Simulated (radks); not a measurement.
Ho51+, 16 electrons, occupied as [Ne] 3s2 3p4 (the NIST ground configuration).

Calculated with a radial shooting solver on a logarithmic mesh with Libxc functionals: Dirac Kohn-Sham, PBE, spin-unpolarised, spherical densities, point nucleus; open shells are shared between the two j in proportion to 2j + 1.

Energy parts (eV):
total: -272981.46
kinetic: 306205.70
electron-nucleus: -606325.90
Hartree: 31150.45
exchange-correlation: -4011.71

Orbitals (lengths in bohr, moments of r in powers of bohr; <r^-3> diverges for s and p1/2; r(90%) holds 90 % of the orbital's charge):
orbital     occ.  eigenvalue (eV)  <1/r>  <r^-3>      <r>  r(90%)
1s1/2          2        -59049.22  76.09       -  0.02073  0.0376
2s1/2          2        -12743.63  18.48       -  0.08654   0.134
2p1/2          2        -12336.91  18.40       -  0.07204   0.119
2p3/2          4        -11460.73  16.06   11860  0.07895   0.128
3s1/2          2        -5019.614  7.395       -   0.2110   0.307
3p1/2    1.33333        -4868.426  7.321       -   0.1990   0.296
3p3/2    2.66667        -4643.412  6.698    3182   0.2095   0.310

The highest occupied level is 3p3/2 at -4643.4 eV. Summed over all electrons, <r^2> = 0.3603 bohr^2, which gives a Langevin (diamagnetic) susceptibility term of -0.285 x 10^-6 cm^3/mol.
